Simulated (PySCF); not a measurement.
In(CF3)(Cl)2 (CCl₂F₃In), SMILES F[C](F)(F)[In]([Cl])[Cl]. Atoms are numbered in the order given.

```xyz
7

In    -0.0490     0.0857     0.3672
C      0.2044    -0.4134    -1.7884
F     -0.6698     0.2510    -2.5551
F      0.0280    -1.7251    -2.0030
F      1.4413    -0.0920    -2.2003
Cl    -1.2543     1.9646     1.0926
Cl     0.9003    -1.2367     2.0581
```

Geometry: B3LYP-D3(BJ)/def2-SVP. The structure was generated by enumeration; whether it is a known compound was not checked. The def2 effective core potentials stand for the cores of In; spin–orbit coupling is left out.

These are IEF-PCM-ωB97X/def2-SVP in PySCF values and carry that method's errors.

The values are the electrostatic part of the solvation free energy, E(continuum) − E(gas) at the gas-phase geometry, in a cavity of scaled van der Waals radii (PySCF's table); cavitation and dispersion terms are not included. A continuum can't describe solvent molecules that bind to the metal. In vacuum the orbital gap is 10.63 eV. The dipole moment in vacuum is 0.84 D.

Computed values in water (ε = 78.36), methanol (ε = 32.61), acetonitrile (ε = 35.69):
```tsv
solvent	ε	ΔG(elec) (kcal/mol)	dipole (D)	gap (eV)
water	78.36	-9.6	1.27	10.86
methanol	32.61	-9.3	1.26	10.86
acetonitrile	35.69	-9.3	1.26	10.86
```
